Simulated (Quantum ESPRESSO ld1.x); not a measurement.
Valence configurations of Al II (all share [Ne]). Calculated with ld1.x of Quantum ESPRESSO 7.5: non-relativistic Kohn-Sham, PBE, spin-unpolarised, spherical densities, point nucleus. Energies are relative to 3s2; eigenvalues in eV.

valence      E (eV)    e(3p)    e(3s)
3s2           0.000        -  -14.785
3s1.5 3p0.5   2.873   -9.418  -15.190
3s1 3p1       5.772   -9.753  -15.575
3s0.5 3p1.5   8.694  -10.073  -15.940
3p2          11.639  -10.377        -

NIST lists [Ne] 3s2 as the ground configuration; this level of theory agrees among the configurations tried. The energies are those of spherical spin-averaged densities, not of single terms.
